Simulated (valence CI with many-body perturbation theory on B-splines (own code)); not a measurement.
Which ion has this spectrum?

A relativistic CI+MBPT calculation for an atom or ion with 14 electrons gives these levels (cm⁻¹):

```
J  Parity       E     g
0    even     0.0      
1    even    1134  1.50
2    even    2931  1.50
2    even   19060  1.00
0    even   43528      
2     odd   99820  2.00
1     odd  140683  0.50
2     odd  140738  1.17
3     odd  140941  1.33
0     odd  163452      
1     odd  163468  1.50
2     odd  163469  1.50
2     odd  178817  1.00
2     odd  217376  0.67
```

The energies are calculated, with errors of about 69 cm⁻¹, more in some levels.

Problem. Which is it?
A. Ar4+
B. K5+
C. Sc7+
D. S2+

Solution. B. K5+, ground level 3s2 3p2 3P_0.
